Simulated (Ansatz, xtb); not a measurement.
The molecule BeP+, multiplicity 3 (lowest of 2S+1 = 1, 3, 5 at CCSD(T)/def2-TZVPP on PBE0 minima; our sources give no spin for the ground state, which may be another).

Constants: fifth-degree fit in 1/R to seven points, most abundant isotopes. Runs in def2 and cc sets follow the lowest solution found near the PBE0 minimum.

Correlated levels freeze the inner cores; with def2 sets outer-core shells near the valence are correlated too.

Codes used: Ansatz (a program for electronic structure) with Gaussian orbitals; xtb for the GFN methods. Each number belongs to the level named beside it. The GFN methods have no spin term and hold the electronic entropy of 300 K.

Problem. What bond length and harmonic frequency does GFN2-xTB give?

Solution. r_e = 1.960 Å, ω_e = 689 cm⁻¹.

Problem. What bond length and harmonic frequency does B3LYP/def2-TZVPP give?

Solution. r_e = 2.023 Å, ω_e = 644 cm⁻¹.

Problem. What bond length and harmonic frequency does B2PLYP/def2-TZVPP give?

Solution. r_e = 2.030 Å, ω_e = 639 cm⁻¹.
